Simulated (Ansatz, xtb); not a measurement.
# CHAlF2Si: where a starting geometry ends

The starting geometry of this gas-phase singlet was built from a drawn formula by distance geometry and a force field; its bonds are those of `F/[SiH]=[C](/F)[Al]`.

```xyz
6

C    -0.2690    0.9852    0.9684
Al   -0.9563    1.9134    2.5556
F     2.3938    0.7984    2.2716
F    -1.0494    0.7593   -0.0726
Si    1.3146    0.5105    0.9481
H     1.8954   -0.2112   -0.2536
```

Task: Where would you expect an optimisation with r2SCAN-D4/def2-SVP to take it?

Result: It keeps its bonds, and is `F/[SiH]=[C](/F)[Al]`.

The energy falls by 0.53 eV over 7 steps:

```
step  E − E(last) (eV)
   1             0.534
   2             0.135
   3             0.024
   4             0.003
   5             0.001
   6             0.000
   7             0.000
```

Final geometry (Å):

```xyz
6

C    -0.3189    0.9970    0.9487
Al   -0.8487    1.9291    2.6547
F     2.1855    0.8078    2.1687
F    -1.2344    0.8157   -0.0485
Si    1.3298    0.4534    0.8290
H     2.2159   -0.2474   -0.1351
```

From the same start GFN2-xTB ends elsewhere, differing in C1–F4 (3.54 against 1.37 Å here), Al2–F4 (1.66 against 2.95 Å here).

The end wasn't checked by frequencies. Run with Ansatz 0.2.0, 31 s on 1 thread of Arm Neoverse V2, on a shared host.
